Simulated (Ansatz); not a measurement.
Stepwise reaction of `N#[C][SnH2][C]#N` with hydrogen chloride, as a gas-phase model of exchange steps in deposition or etching. ΔE in kJ/mol; ΔG adds harmonic PBE0-D4 terms to CCSD(T)/CBS, at 1 bar.

Computed with Ansatz on PBE0-D4/def2-TZVP structures; ΔE is electronic, products minus reactants. CBS: MP2 limit from def2 TZ/QZ plus the TZ coupled-cluster correction, frozen cores. This one scheme is used for every species. DFT in def2-TZVPP. B3LYP here is the variant with VWN-RPA as its local correlation; programs differ in this. Elements past krypton have def2 core potentials. For Sn outer-core shells are correlated without core-valence functions, which leaves a few kJ/mol of doubt a bond.

```tsv
step	reaction	PBE-D4	B3LYP-D4	ωB97M-V	CCSD(T)/CBS	ΔG(500 K)
1	`N#[C][SnH2][C]#N` + HCl → `N#[C][SnH2][Cl]` + `C#N`	-70.0	-72.8	-69.1	-67.8	-64.2
```

Q: Give the row of step 2, `N#[C][SnH2][Cl]` + HCl → `[Cl][SnH2][Cl]` + `C#N`. (An estimate is asked.)

A: The calculation gave: 
```
step                                            reaction  PBE-D4  B3LYP-D4  ωB97M-V  CCSD(T)/CBS  ΔG(500 K)
   2  `N#[C][SnH2][Cl]` + HCl → `[Cl][SnH2][Cl]` + `C#N`   -73.2     -75.3    -71.3        -70.6      -60.9
```

Q: By hand: ΔE of the 2 steps together at CCSD(T)/CBS.

A: (-67.8) + (-70.6) = -138.4 kJ/mol, or -69.2 kJ/mol a step.

In ΔE the steps differ by no more than 2.8 kJ/mol. All are downhill at CCSD(T)/CBS. ΔG lies between -64.2 and -60.9 kJ/mol a step. PBE-D4 differs from CCSD(T)/CBS by -2.6 to -2.2 kJ/mol a step. Isolated molecules leave out the surface, adducts and barriers. Largest T1 diagnostic: 0.015.
